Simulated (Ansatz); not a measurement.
Consider the formal exchange of groups at the Si–O bond: `[SiH3][O][In]([SH])[O][SiH3]` + `[AlH2][Cl]` → `[SiH3][AlH][Cl]` + `[OH][In]([SH])[O][SiH3]`.

Isolated molecules relaxed with PBE0-D4/def2-TZVP in Ansatz; ΔE leaves out vibrations. CCSD(T)/CBS is the MP2 limit (def2-TZVPP, def2-QZVPP) plus CCSD(T) − MP2 in def2-TZVPP, frozen cores. This one scheme is used for every species. DFT in def2-TZVPP. def2 core potentials past Kr. For In outer-core shells are correlated without core-valence functions, which leaves a few kJ/mol of doubt a bond. Each species was taken in one conformer, which may not be the lowest.

CCSD(T)/CBS gives +22.5 kcal/mol.

Question: Another level gave +23.2 kcal/mol. Which?
A. HF/def2-TZVPP
B. ωB97M-V/def2-TZVPP
C. ωB97X-V/def2-TZVPP
D. MP2/def2-TZVPP

Answer: B. ωB97M-V 23.2, HF/def2-TZVPP 28.9, MP2/def2-TZVPP 24.6, ωB97X-V 22.1 kcal/mol.

Largest T1 diagnostic among the species: 0.016.

The D4 term adds +1.2 kcal/mol with B3LYP and +0.7 kcal/mol with PBE0; it sums over pairs of atoms, weighted by their polarisabilities, and B3LYP, whose exchange is more repulsive, gets the larger term. In def2-TZVPP, CCSD(T) changes the Hartree–Fock value by −6.4 kcal/mol (the triples alone add −0.8 kcal/mol) and MP2 by −4.3 kcal/mol. From PBE to PBE0 (25 % exact exchange), in def2-TZVPP and without D4, ΔE moves by +2.8 kcal/mol.

B3LYP here is the variant with VWN-RPA as its local correlation; programs differ in this.
